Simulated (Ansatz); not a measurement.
CH5S (SMILES C[SH2+]) moved off its minimum; all values from Ansatz (an electronic-structure program), cores frozen in correlated methods.
(charge 1, multiplicity 1)
```xyz
7

C     -1.1513    -0.1524     0.3297
S      0.5850     0.0320    -0.2542
H     -1.7540     0.6018    -0.2076
H     -1.4342    -1.1446     0.0471
H     -1.1445     0.0009     1.4216
H      0.8937     1.2027     0.3283
H      1.2531    -0.7323     0.6149
```

Forces at B3LYP/def2-TZVPP (eV/Å):

```json
[
 {"atom": "C1", "Fx": "0.332", "Fy": "0.880", "Fz": "0.600"},
 {"atom": "S2", "Fx": "-0.401", "Fy": "0.210", "Fz": "-0.712"},
 {"atom": "H3", "Fx": "0.384", "Fy": "-0.363", "Fz": "0.270"},
 {"atom": "H4", "Fx": "-0.266", "Fy": "-0.554", "Fz": "-0.101"},
 {"atom": "H5", "Fx": "-0.272", "Fy": "-0.112", "Fz": "-0.581"},
 {"atom": "H6", "Fx": "0.127", "Fy": "0.110", "Fz": "0.144"},
 {"atom": "H7", "Fx": "0.097", "Fy": "-0.171", "Fz": "0.380"}
]
```

### Question
Give the forces (eV/Å), the total energy and the dipole at CCSD(T)/cc-pV(T+d)Z.

### Answer

```
atom      Fx      Fy      Fz
----  ------  ------  ------
C1     0.388   0.903   0.592
S2    -0.376   0.232  -0.601
H3     0.395  -0.335   0.251
H4    -0.252  -0.600  -0.116
H5    -0.244  -0.103  -0.550
H6     0.074   0.015   0.106
H7     0.015  -0.113   0.318
```
Energy -438.4770 hartree.
